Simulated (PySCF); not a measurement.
Si(F)2(H)(nPr) (C3H8F2Si), SMILES CCC[SiH](F)F. Atoms are numbered in the order given.

```xyz
14

Si     0.6692     0.6203    -0.1675
F      1.9091     1.2966     0.6541
F      1.3063    -0.5486    -1.1174
C     -0.5037    -0.1716     1.0529
C     -1.4741    -1.2059     0.4520
C     -2.4347    -0.6221    -0.5868
H      0.1093     1.6751    -1.0661
H      0.1346    -0.6365     1.8361
H     -1.0631     0.6444     1.5643
H     -0.8843    -2.0265    -0.0096
H     -2.0577    -1.6748     1.2731
H     -3.0332     0.2118    -0.1635
H     -3.1439    -1.3887    -0.9578
H     -1.8937    -0.2243    -1.4715
```
Charge 0, spin multiplicity 1.

The structure is a stationary point at PBE-D3(BJ)/def2-SVP. The values are those of a single conformer.

Computed with PySCF with PBE-D3(BJ)/def2-SVP.

Frequencies are harmonic and unscaled.

| mode | ν (cm⁻¹) | IR (km/mol) | moving atoms (share of kinetic energy) |
|---|---|---|---|
| 1 | 34 | 0.4 | F 41 %, C 33 %, H 21 % |
| 2 | 94 | 1.0 | C 43 %, H 39 %, F 11 % |
| 3 | 125 | 0.5 | F 46 %, H 26 %, C 24 % |
| 4 | 228 | 4.9 | F 42 %, C 24 %, H 23 %, Si 11 % |
| 5 | 245 | 6.2 | H 61 %, F 22 %, C 10 % |
| 6 | 301 | 8.1 | H 35 %, F 33 %, C 21 %, Si 11 % |
| 7 | 322 | 15.6 | F 39 %, Si 31 %, H 25 % |
| 8 | 405 | 1.2 | C 51 %, H 36 % |
| 9 | 619 | 0.1 | H 47 %, C 39 %, F 8 % |
| 10 | 718 | 68.7 | H 40 %, C 35 %, Si 22 % |
| 11 | 772 | 27.7 | H 88 %, C 10 % |
| 12 | 804 | 6.9 | H 56 %, F 31 % |
| 13 | 814 | 10.8 | H 72 %, F 21 % |
| 14 | 864 | 149.7 | H 42 %, Si 23 %, F 19 %, C 16 % |
| 15 | 879 | 64.7 | C 43 %, H 41 %, Si 11 % |
| 16 | 928 | 154.0 | Si 44 %, F 37 %, H 17 % |
| 17 | 989 | 27.7 | H 75 %, C 19 % |
| 18 | 1008 | 16.1 | H 76 %, C 18 % |
| 19 | 1068 | 9.9 | C 64 %, H 35 % |
| 20 | 1171 | 5.5 | H 67 %, C 33 % |
| 21 | 1198 | 21.4 | H 57 %, C 42 % |
| 22 | 1274 | 1.7 | H 82 %, C 17 % |
| 23 | 1312 | 7.2 | H 71 %, C 29 % |
| 24 | 1353 | 7.0 | H 76 %, C 24 % |
| 25 | 1368 | 4.5 | H 90 %, C 10 % |
| 26 | 1416 | 1.0 | H 96 % |
| 27 | 1424 | 9.2 | H 97 % |
| 28 | 1428 | 3.8 | H 92 % |
| 29 | 2215 | 120.4 | H 97 % |
| 30 | 2963 | 14.3 | H 96 % |
| 31 | 2965 | 9.2 | H 95 % |
| 32 | 2973 | 28.3 | H 94 % |
| 33 | 3014 | 3.8 | H 91 %, C 9 % |
| 34 | 3023 | 7.0 | H 91 %, C 9 % |
| 35 | 3048 | 33.9 | H 91 %, C 9 % |
| 36 | 3063 | 20.7 | H 91 %, C 9 % |
